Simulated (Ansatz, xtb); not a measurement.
# Ranking isomers of C4H8F3N

4 gas-phase structures of C4H8F3N, from a drawn sample of its isomers (lower ones may exist). Each was relaxed with GFN2-xTB; where two conformers were screened, the lower at r2SCAN-D4/def2-SVP is listed:

A. `CCNCC(F)(F)F`, a singlet
B. `CN[C@H](C)C(F)(F)F`, a singlet
C. `CN(C)CC(F)(F)F`, a singlet
D. `CC[C@H](N)C(F)(F)F`, a singlet

Task: Make a reasoned guess at their ranking by r2SCAN-D4/def2-SVP single-point energy.

Result: Calculated order at r2SCAN-D4/def2-SVP: D (0.0), B (7.2), A (8.2), C (14.4) kcal/mol.

Energies above the lowest of each column, in kcal/mol; the last columns are at B3LYP/def2-SVP geometries and were run for some of them only (a dash: not run or not comparable):

```csv
structure,GFN2-xTB,HF/STO-3G,r2SCAN-D4/def2-SVP,B3LYP/def2-SVP,CCSD(T)/def2-SVP + ΔMP2/def2-TZVPP
D,0.4,0.0,0.0,0.0,0.0
B,0.0,2.2,7.2,6.3,–
A,1.5,2.3,8.2,6.2,9.0
C,0.0,5.7,14.4,–,–
```

CCSD(T)/def2-SVP + ΔMP2/def2-TZVPP puts D lowest of those it was run on; GFN2-xTB picks B. Some further structures that were screened fall inside this span and aren't listed. Flexible structures stand in one conformer each, not always the lowest. Frequencies (GFN2-xTB) were run for A, D alone. ΔMP2 is the change of the MP2 energy from the smaller to the larger basis.

Over these structures GFN2-xTB departs from r2SCAN-D4/def2-SVP by 3.8 kcal/mol on average once a common shift is removed. A GFN2-xTB relaxation took about 0.07 s and the r2SCAN-D4/def2-SVP energy about 2.2 s on a shared host (Ansatz 0.2.0, xtb 6.7.1).
